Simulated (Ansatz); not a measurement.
C2H7AlO (`C[CH2][AlH][OH]`), relaxed with RKS PBE0-D4/def2-TZVP in Ansatz 0.2.0 from a PBE-D4/def2-SVP geometry. The force threshold is 0.005 eV/Å; the program also tests the step.

The species carries charge 0 and has multiplicity 1.

Start:

```xyz
11

C     0.762    1.160    0.323
C    -0.462    0.645   -0.451
Al   -0.842   -1.290   -0.349
O     0.154   -2.378    0.549
H     1.703    0.679   -0.020
H     0.906    2.256    0.212
H     0.679    0.958    1.413
H    -0.380    0.903   -1.532
H    -1.387    1.173   -0.119
H    -2.073   -2.007   -1.070
H     0.940   -2.098    1.044
```

```
step  energy (eV)  largest force (eV/Å)  largest move (Å)
   1  -10827.5515                 0.620             0.000
   2  -10827.5918                 0.280             0.041
   3  -10827.5972                 0.045             0.028
   4  -10827.5973                 0.009             0.004
   5  -10827.5973                 0.007             0.003
   6  -10827.5973                 0.005             0.003
```

End:

```xyz
11

C     0.755    1.132    0.323
C    -0.466    0.635   -0.450
Al   -0.835   -1.284   -0.347
O     0.166   -2.325    0.551
H     1.675    0.652   -0.023
H     0.901    2.212    0.219
H     0.670    0.923    1.393
H    -0.376    0.899   -1.513
H    -1.368    1.166   -0.117
H    -2.056   -1.987   -1.067
H     0.935   -2.023    1.032
```

It took 15 s on 2 threads of a server CPU on a shared host, with 0.4 GiB of host memory at the peak.
